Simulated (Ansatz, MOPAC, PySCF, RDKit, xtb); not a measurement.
Torsion H3–O1–Si2–H4 in H4OSi (SMILES O[SiH3]); at each angle all else is relaxed with GFN2-xTB, and the levels are single points there.
Geometry at 60° (charge 0, multiplicity 1):
```csv
atom,x (Å),y (Å),z (Å)
O,1.0845,-0.5062,-0.2453
Si,-0.4236,0.0336,0.0286
H,1.8567,0.0045,-0.0201
H,-0.6567,1.2829,-0.6992
H,-0.6252,0.2757,1.4587
H,-1.2208,-1.0720,-0.4755
```

| level | energy at 120° less that at 60° (kJ/mol) | minus CCSD(T)/CBS(cc-pV(T+d)Z, cc-pV(Q+d)Z) | cost |
|---|---|---|---|
| MMFF94 | -2.9 | -4.1 | - |
| UFF | -0.7 | -1.9 | - |
| GFN-FF | -0.2 | -1.5 | - |
| AM1 | 0.3 | -0.9 | - |
| PM6 | -1.6 | -2.9 | - |
| PM7 | 1.2 | -0.1 | - |
| GFN1-xTB | 1.0 | -0.3 | - |
| BLYP/def2-TZVPP | 1.3 | 0.0 | ×1 |
| BLYP-D4/def2-TZVPP | 1.3 | 0.0 | ×1 |
| B3LYP-D4/def2-TZVPP | 1.1 | -0.2 | ×1 |
| PBE0/def2-TZVPP | 1.2 | -0.1 | ×1 |
| wB97X-V/def2-TZVPP | 1.0 | -0.2 | ×3 |
| SCS-MP2/cc-pV(T+d)Z | 1.6 | 0.4 | - |
| CCSD(T)/CBS(cc-pV(T+d)Z, cc-pV(Q+d)Z) | 1.3 | 0.0 | ×600* |

 The comparison column counts from a level with limits of its own.

The rows run from -2.9 (MMFF94) to 1.6 kJ/mol (SCS-MP2/cc-pV(T+d)Z). The dispersion term adds 0.0 in BLYP-D4. The 3 functionals in def2-TZVPP without D3 or D4 span 0.2, from wB97X-V to BLYP.

On the grid 0° to 120°, 120° is the highest and 60° the lowest point at CCSD(T)/CBS(cc-pV(T+d)Z, cc-pV(Q+d)Z).

Cores are frozen in the correlated methods. CBS: X⁻³ extrapolation of the correlation energy, Hartree–Fock from the larger set. The state reached by AM1, PM6, PM7 isn't checked; PM7 holds dispersion and hydrogen-bond terms.

Run with Ansatz (Gaussian orbitals); MOPAC for AM1, PM6, PM7 (differences of heats of formation); PySCF for the dispersion terms; RDKit for the force fields; xtb for the GFN methods. Values without a source in brackets are computed.

Costs are rough ratios of core time to PBE/def2-TZVPP (about 1.4 s over the structures, on one shared machine); a dash marks a level with no comparable run of its own. A star marks coupled-cluster runs past 200 virtual orbitals, where the program's memory plan changes under this machine's limit, so their costs aren't comparable with smaller runs.

Ansatz is a quantum-chemistry and plane-wave program.
